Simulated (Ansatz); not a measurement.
`C=C(O)[Se][GaH2]` and `C=C(O)CS` differ in one atom or group.

Ansatz, PBE0-D4/def2-TZVP geometries, multiplicity 1. Each molecule was computed in one conformer, which needn't be the lowest. `C=C(O)[Se][GaH2]` holds a close contact that its SMILES doesn't draw: Ga···O 2.18 Å.

Scalar relativity is left out up to krypton. Spin–orbit coupling is left out; it splits and shifts lone-pair levels of the heavy atoms by tenths of an eV.

```
                                          property  `C=C(O)[Se][GaH2]`
             HOMO–LUMO gap (B3LYP/def2-TZVPP) / eV                4.92
             HOMO energy (ωB97M-V/def2-TZVPP) / eV               -8.24
               HOMO energy (B3LYP/def2-TZVPP) / eV               -5.97
size of the dipole moment (ωB97M-V/def2-TZVPP) / D                2.79
              HOMO–LUMO gap (PBE0/def2-TZVPP) / eV                5.39
                LUMO energy (PBE0/def2-TZVPP) / eV               -0.80
```

Q: What does the change do to each property? (An estimate is asked.)

A: Computed: 
| property | `C=C(O)CS` | shift |
| --- | --- | --- |
| HOMO–LUMO gap (B3LYP/def2-TZVPP) / eV | 6.41 | 1.49 |
| HOMO energy (ωB97M-V/def2-TZVPP) / eV | -8.98 | -0.74 |
| HOMO energy (B3LYP/def2-TZVPP) / eV | -6.51 | -0.54 |
| size of the dipole moment (ωB97M-V/def2-TZVPP) / D | 1.88 | -0.91 |
| HOMO–LUMO gap (PBE0/def2-TZVPP) / eV | 6.89 | 1.50 |
| LUMO energy (PBE0/def2-TZVPP) / eV | 0.14 | 0.94 |

With PBE0 the HOMO falls by 0.57 eV and the LUMO rises by 0.94 eV, so the gap widens by about 1.51 eV. PBE moves the HOMO by -0.36 eV and ωB97M-V by -0.74 eV. Dipoles are sizes alone; their direction can turn.

B3LYP here is the variant with VWN-RPA as its local correlation; programs differ in this.
